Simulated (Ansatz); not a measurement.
Here is a job for Ansatz (an electronic-structure program).
Ansatz 0.2 input:
```yaml
crystal:
  periodic: [false, false, false]
  atoms:
    - {symbol: Si, position_ang: [-0.00166170, 0.08538378, 0.00495698]}
    - {symbol: H, position_ang: [-1.25761844, -0.62511866, 0.01233517]}
    - {symbol: H, position_ang: [1.28088231, -0.57025423, -0.08173290]}
basis:
  gaussian:
    orbitals: 6-31G__.json
magnetization: {spin_polarized: true, initial_magnetization: 2}
correlation: {method: mp2}
```
The basis file holds 6-31G** in the JSON format of the Basis Set Exchange.

Problem. What does this run give for the SCF-reference <S^2>, MP2 correlation energy, total energy, number of basis functions?

Solution. 
| Item | Result |
|---|---|
| SCF-reference <S^2> | 2.006 |
| MP2 correlation energy | -0.0666 Eh |
| total energy | -290.0612 Eh |
| number of basis functions | 29 |
